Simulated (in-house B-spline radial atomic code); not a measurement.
Values are calculated unless marked as measured or tabulated.
C6 from the polarisability at imaginary frequency: the scandium ion Sc³⁺

BHandHLYP linear response of the closed shell [Ne] 3s2 3p6, from an all-electron radial atomic-structure program (B-spline basis); scalar-relativistic (spin-free one-electron X2C), finite nucleus, no spin-orbit coupling.

The dispersion coefficient of two like species is C6 = (3/π) ∫ α(iu)² du from 0 to ∞.

```tsv
u (hartree)	α(iu) (bohr³)
0	2.142
0.24	2.093
0.56	1.904
0.96	1.573
1.6	1.082
2.4	0.688
3.6	0.393
5.6	0.2002
8	0.1142
12	0.06026
20	0.02678
40	0.008387
```

(1) Fit one oscillator, α(iu) = α(0)/(1 + u²/ω²), through u = 2.4 and estimate C6.

(2) How does that compare with the full integral?

Results:

(1) From α(0)/α(iu) − 1 = 2.142/0.688 − 1 = 2.1134, ω = u/√2.1134 = 1.6509 hartree (44.9 eV). London's formula gives C6 = (3/4) α(0)² ω = 0.75 × 2.142² × 1.6509 = 5.681 hartree·bohr⁶, and the oscillator holds f = α(0) ω² = 5.84 electrons, of a sum of oscillator strengths of 17.9.

(2) The program's quadrature over all excitations gives C6 = 5.658, so the single oscillator is off by +0.4 %. At the last point the fit gives α = 0.00364 against 0.00839: higher excitations, and deeper shells where there are any, keep the true curve higher at large u.
